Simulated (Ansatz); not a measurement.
```yaml
crystal:
  periodic: [false, false, false]
  atoms:
    - {symbol: F, position_ang: [1.068087, 2.050367, 0.975347]}
    - {symbol: Si, position_ang: [1.038950, 1.186437, -0.214710]}
    - {symbol: N, position_ang: [0.011168, 0.004832, -0.036512]}
    - {symbol: Si, position_ang: [0.537718, -1.465271, 0.331813]}
    - {symbol: Si, position_ang: [-1.568883, 0.249890, -0.158536]}
    - {symbol: H, position_ang: [0.688673, 1.987769, -1.256615]}
    - {symbol: H, position_ang: [2.283951, 0.648765, -0.354795]}
    - {symbol: H, position_ang: [1.112689, -2.075836, -0.747656]}
    - {symbol: H, position_ang: [1.455575, -1.406938, 1.341860]}
    - {symbol: H, position_ang: [-0.546337, -2.197586, 0.730599]}
    - {symbol: H, position_ang: [-2.193436, 0.046398, 1.039504]}
    - {symbol: H, position_ang: [-1.756289, 1.542768, -0.558919]}
    - {symbol: H, position_ang: [-2.113096, -0.603609, -1.077855]}
basis:
  gaussian: {orbitals: def2-TZVPD}
total_charge: 1
magnetization: {spin_polarized: true, initial_magnetization: 5}
hamiltonian: {xc: {name: PBE0}}
accuracy: high
output: {forces: true}
```

```sh
$ ansatz run in.yaml --threads 4 --pin off --events-out ev --progress --plain --max-ram 10444MiB
```

It prints (some lines left out):

```
Functional definition: PBE0
4709 factors; integrals over basis functions are off by at most 3.9e-9 eV
mean field evaluation 1: about -27907.4627 eV, gradient 7.7e1 eV
mean field evaluation 2: about -27739.1481 eV, gradient 1.9e2 eV
mean field evaluation 4: about -27907.9853 eV, gradient 6.6e1 eV
mean field evaluation 8: about -27932.2726 eV, gradient 1.7e0 eV
mean field evaluation 16: about -27932.4438 eV, gradient 4.1e-1 eV
mean field evaluation 32: about -27932.5181 eV, gradient 2.6e-8 eV
mean field -27932.51806289 eV, -1026.5011054704 hartree, gradient 2.6e-8 eV, S^2 8.763953; 7 other end points of the search recorded, 0 dependent functions left out
reference -27932.51806815 eV, -1026.5011056636 hartree; 35, 30 occupied and 243, 248 virtual orbitals, 4709 factors
Total energy: -27932.51806815 eV, -1026.5011056636 hartree
Atom 0 at     1.068087     2.050367     0.975347 Å, force     0.172199     3.363066     4.780397 eV/Å
Atom 1 at     1.038950     1.186437    -0.214710 Å, force     1.866093     1.300243    -2.232431 eV/Å
Atom 2 at     0.011168     0.004832    -0.036512 Å, force    -0.458422    -1.969193     0.701775 eV/Å
Atom 3 at     0.537718    -1.465271     0.331813 Å, force     2.163292    -1.136523     0.602300 eV/Å
Atom 4 at    -1.568883     0.249890    -0.158536 Å, force    -3.668433     0.148251    -0.976964 eV/Å
Atom 5 at     0.688673     1.987769    -1.256615 Å, force    -0.610430     2.715661    -3.266286 eV/Å
Atom 6 at     2.283951     0.648765    -0.354795 Å, force     4.294688    -1.013491    -0.756007 eV/Å
Atom 7 at     1.112689    -2.075836    -0.747656 Å, force     1.080524    -1.706542    -3.353866 eV/Å
Atom 8 at     1.455575    -1.406938     1.341860 Å, force     1.973645     0.412252     2.850726 eV/Å
Atom 9 at    -0.546337    -2.197586     0.730599 Å, force    -3.899962    -2.596876     1.217169 eV/Å
Atom 10 at    -2.193436     0.046398     1.039504 Å, force    -1.574421    -0.527514     3.051139 eV/Å
Atom 11 at    -1.756289     1.542768    -0.558919 Å, force    -0.213740     3.094415    -0.710767 eV/Å
Atom 12 at    -2.113096    -0.603609    -1.077855 Å, force    -1.125035    -2.083750    -1.907186 eV/Å
Dipole moment:    -0.266789    -0.407598    -0.070246 e Å
```

Something in this input is off. What?

The spin is set far too high for this molecule. Self-consistency was reached. The result belongs to that input, not to the molecule as meant.
